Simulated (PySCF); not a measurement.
Compound: C₆H₁₀O.
Structure used (PBE0-D3(BJ)/def2-SVP), in Å, numbered top down from 1:
```xyz
17
C6H10O angstrom
C      2.8790    0.2307   -0.2204
C      1.3957    0.0965   -0.1669
C      0.7106   -1.0496   -0.3232
C     -0.7791   -1.1269   -0.1704
C     -1.2962    0.1497    0.4831
C     -0.5941    1.3477   -0.1265
O      0.8042    1.2960    0.0683
H      3.1770    0.8915   -1.0502
H      3.2475    0.6956    0.7077
H      3.3628   -0.7459   -0.3464
H      1.2760   -1.9599   -0.5327
H     -1.2680   -1.2793   -1.1509
H     -1.0545   -2.0057    0.4366
H     -2.3857    0.2555    0.3663
H     -1.0834    0.1331    1.5649
H     -0.9283    2.2930    0.3242
H     -0.8032    1.3944   -1.2127
```

Linear response at CAM-B3LYP/def2-SVPD (PySCF, frozen core in the response, non-relativistic).

Static isotropic polarisability: 74.11 au (10.98 Å³), principal values 59.5, 76.2, 86.7 au.

Q: What is the polarisability at 1064 nm and at the sodium D line?

A: 74.70 au at 1064 nm (+0.8 %), 76.11 au at 589.3 nm (+2.7 %). The rise at 589.3 nm is 3.38 times that at 1064 nm; a pure ω² law gives 3.26. The lowest singlet lies at 210 nm, shorter than both wavelengths.

Q: What is the isotropic C6 coefficient between two such molecules, C6 = (3/π)∫α(iω)² dω?

A: 2376 au (Eh·bohr⁶) by a ten-point quadrature over imaginary frequencies, which is 1420 eV·Å⁶ or 137 J·nm⁶/mol.

Q: Which effective excitation energy ω̄ makes London's formula C6 = (3/4)α²ω̄ exact here?

A: ω̄ = 4·C6/(3α²) = 0.577 Eh = 15.7 eV. A one-pole form α(ω) = α/(1 − ω²/ω̄²) fitted to the 1064 nm value gives 13.1 eV.

Q: What molar refraction at the D line follows from R = (4π/3)·N_A·α′, with α′ the polarisability volume?

A: α′ = 11.28 Å³ gives R = 28.45 cm³/mol, for isolated, non-vibrating species.

Q: What three-body coefficient follows from the one-pole estimate C9 = (3/4)·α·C6?

A: 132000 au. This is an estimate from the two numbers above, not a computed integral.

Q: How anisotropic is the static polarisability, by Δα² = ½[(α1 − α2)² + (α2 − α3)² + (α3 − α1)²]?

A: Δα = 23.8 au, or 0.32 of the isotropic value.

Q: What n − 1 at the D line would an ideal gas of it have at 273.15 K and 1 atm (2.6868 × 10¹⁹ cm⁻³), by n − 1 = 2π·N·α′?

A: 19.04 × 10⁻⁴, a formal value whether or not that pressure can be reached.

One conformer stands for the species.
